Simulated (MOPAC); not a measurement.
Input file for MOPAC: PM6 on GeH2O (SMILES [OH][GeH]), a point of a bond scan (R = 3.246 Å).

```
PM6 1SCF PRECISE CHARGE=0 THREADS=1
GeH2O

Ge    -0.23528061 1    -0.20095819 1     0.24734314 1
H     -2.58643343 1     0.13751483 1    -1.96481672 1
O      1.02522544 1     0.68082931 1    -0.68889534 1
H      0.73803318 1     1.01574925 1    -1.54508087 1
```

Output:

```
*******************************************************************************
 **                                                                           **
 **                              MOPAC v23.2.5                                **
 **                                                                           **
 *******************************************************************************
 ** MOPAC's Digital Object Identifier: https://doi.org/10.5281/zenodo.6511958 **
 **                                                                           **
 ** Please cite the open-source release paper for use of this MOPAC version:  **
 ** J. E. Moussa and J. J. P. Stewart (2026)                                  **
 ** MOPAC: An open-source semiempirical molecular orbital program             **
 ** J. Open Source Softw., 11(119), 8025, https://doi.org/10.21105/joss.08025 **
 *******************************************************************************

                              PM6 CALCULATION RESULTS

 *******************************************************************************
 *  PM6        - The PM6 Hamiltonian to be used
 *
 *
 *
 *                 CHARGE ON SYSTEM = 0
 *
 *
 *
 *  PRECISE    - TIGHTER CRITERIA TO BE USED
 *  1SCF       - DO 1 SCF AND THEN STOP
 *  THREADS=1  - MULTI-THREADING NOT USED
 *  T=         - A TIME OF 172800.0 SECONDS REQUESTED
 *  DUMP=N     - RESTART FILE WRITTEN EVERY 7200.0 SECONDS REQUESTED
 *******************************************************************************
PM6 1SCF PRECISE CHARGE=0 THREADS=1
 GeH2O

   ATOM   CHEMICAL          X               Y               Z
  NUMBER   SYMBOL      (ANGSTROMS)     (ANGSTROMS)     (ANGSTROMS)

     1      Ge         -0.23528061  *  -0.20095819  *   0.24734314  *
     2       H         -2.58643343  *   0.13751483  *  -1.96481672  *
     3       O          1.02522544  *   0.68082931  *  -0.68889534  *
     4       H          0.73803318  *   1.01574925  *  -1.54508087  *



          CARTESIAN COORDINATES

    NO.       ATOM           X           Y           Z

     1        Ge         -0.2353     -0.2010      0.2473
     2         H         -2.5864      0.1375     -1.9648
     3         O          1.0252      0.6808     -0.6889
     4         H          0.7380      1.0157     -1.5451

 General Reference for PM6:
 "Optimization of Parameters for Semiempirical Methods V: Modification of NDDO Approximations
 and Application to 70 Elements", J. J. P. Stewart, J. Mol. Mod., 13, 1173-1213 (2007)
 URL: https://link.springer.com/article/10.1007/s00894-007-0233-4

           Empirical Formula: H2 O Ge  =     4 atoms



      MOLECULAR POINT GROUP   :   Cs


      RHF CALCULATION, NO. OF DOUBLY OCCUPIED LEVELS = 6


 -------------------------------------------------------------------------------
 PM6 1SCF PRECISE CHARGE=0 THREADS=1
 GeH2O



     1SCF WAS SPECIFIED, SO BFGS WAS NOT USED
     SCF FIELD WAS ACHIEVED


                              PM6 CALCULATION
                                                       MOPAC v23.2.5 Linux




          FINAL HEAT OF FORMATION =         97.33234 KCAL/MOL =     407.23851 KJ/MOL


          COSMO AREA              =         98.45 SQUARE ANGSTROMS
          COSMO VOLUME            =         81.47 CUBIC ANGSTROMS

          IONIZATION POTENTIAL    =          6.092475 EV
          HOMO LUMO ENERGIES (EV) =         -6.092 -1.138
          NO. OF FILLED LEVELS    =          6
          MOLECULAR WEIGHT        =         90.6052         POINT GROUP:  Cs

          MOLECULAR DIMENSIONS (Angstroms)

            Atom       Atom       Distance
            O     3    H     2     3.86875
            H     4   Ge     1     2.32422
           Ge     1    O     3     0.00000


          SCF CALCULATIONS        =          1





   ATOM   CHEMICAL          X               Y               Z
  NUMBER   SYMBOL      (ANGSTROMS)     (ANGSTROMS)     (ANGSTROMS)

     1      Ge         -0.23528061  *  -0.20095819  *   0.24734314  *
     2       H         -2.58643343  *   0.13751483  *  -1.96481672  *
     3       O          1.02522544  *   0.68082931  *  -0.68889534  *
     4       H          0.73803318  *   1.01574925  *  -1.54508087  *

                             CARTESIAN COORDINATES

   1   Ge       -0.235280610    -0.200958190     0.247343140
   2    H       -2.586433430     0.137514830    -1.964816720
   3    O        1.025225440     0.680829310    -0.688895340
   4    H        0.738033180     1.015749250    -1.545080870


           Empirical Formula: H2 O Ge  =     4 atoms



      MOLECULAR POINT GROUP   :   Cs


                  EIGENVALUES
 -28.38774 -17.84130 -14.48940 -12.34583 -10.56923  -6.09247  -1.13807  -0.98998
   1.07394   5.38447


              NET ATOMIC CHARGES AND DIPOLE CONTRIBUTIONS

  ATOM NO.   TYPE          CHARGE      No. of ELECS.   s-Pop       p-Pop
    1         Ge           0.487169        3.5128     1.88752     1.62531
    2          H          -0.126549        1.1265     1.12655
    3          O          -0.679517        6.6795     1.75720     4.92232
    4          H           0.318897        0.6811     0.68110
 DIPOLE           X         Y         Z       TOTAL
 POINT-CHG.    -1.194    -1.220     1.655     2.378
 HYBRID         0.796     0.991    -1.457     1.934
 SUM           -0.398    -0.229     0.198     0.500


          ATOMIC ORBITAL ELECTRON POPULATIONS

     Atom    s        px        py        pz
    1 Ge   1.88752   0.63014   0.27951   0.71566
    2  H   1.12655
    3  O   1.75720   1.72162   1.74149   1.45921
    4  H   0.68110

 **********************
 *                    *
 * JOB ENDED NORMALLY *
 *                    *
 **********************




 == MOPAC DONE ==
```

The run finished.

Cost: roughly 0.04 core-seconds.
